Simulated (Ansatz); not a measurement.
Correlation energies of BF2GaH2 (`F[BH][GaH][F]`) by basis set

Z-matrix (Å, degrees):
```
B
Ga 1 2.119
F 1 1.320 2 119.6
H 1 1.203 2 124.3 3 179.7
F 2 1.769 1 112.4 3 -98.0
H 2 1.565 1 135.8 3 84.2
```

Total charge 0; spin multiplicity 1. Correlated methods include outer-core shells of Ga, which these sets cover unevenly. Scalar relativity is left out up to krypton. The geometry is a stationary point of PBE0-D4/def2-TZVP. It is one conformer, not always the lowest. Frozen core, restricted reference, the Gaussian-basis code of Ansatz.

```tsv
basis	HF (Eh)	MP2 corr.	CCSD corr.	(T)	CCSD(T) total
def2-SVP	-2147.61352	-0.65961	-0.67084	-0.01520	-2148.29956
def2-TZVPP	-2148.14534	-0.81852	-0.82861	-0.02709	-2149.00104
def2-QZVPP	-2148.19644	-1.12081	–	–	–
```
